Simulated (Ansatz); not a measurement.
Reaction (ligand exchange at the Al–Se bond): `C[Se][AlH][OH]` + HCl → `[OH][AlH][Cl]` + `C[SeH]`

Gas-phase electronic energies from Ansatz, PBE0-D4/def2-TZVP geometries. CCSD(T)/CBS adds triple-zeta CCSD(T) − MP2 to the extrapolated MP2 energy (def2 sets, frozen cores). This one scheme is used for every species. Functionals use def2-TZVPP. For Se outer-core shells are correlated without core-valence functions, which leaves a few kJ/mol of doubt a bond. Scalar relativity is left out up to krypton. Each species was taken in one conformer, which may not be the lowest.

```json
{"species": "`C[Se][AlH][OH]`", "PBE0 energy (Eh)": "-2759.94381"}
{"species": "HCl", "PBE0 energy (Eh)": "-460.66547"}
{"species": "`[OH][AlH][Cl]`", "PBE0 energy (Eh)": "-778.88894"}
{"species": "`C[SeH]`", "PBE0 energy (Eh)": "-2441.73988"}
```

Work out ΔE.

ΔE = (-778.88894) + (-2441.73988) − (-2759.94381) − (-460.66547) = -0.01954 Eh = -51.3 kJ/mol. CCSD(T)/CBS gives -50.2 kJ/mol.

Largest T1 diagnostic among the species: 0.011.

The D4 term adds +4.8 kJ/mol with B3LYP and +2.7 kJ/mol with PBE0; it sums over pairs of atoms, weighted by their polarisabilities, and B3LYP, whose exchange is more repulsive, gets the larger term. In def2-TZVPP, CCSD(T) changes the Hartree–Fock value by +15.4 kJ/mol (the triples alone add +2.6 kJ/mol) and MP2 by +15.7 kJ/mol.

B3LYP here is the variant with VWN-RPA as its local correlation; programs differ in this.
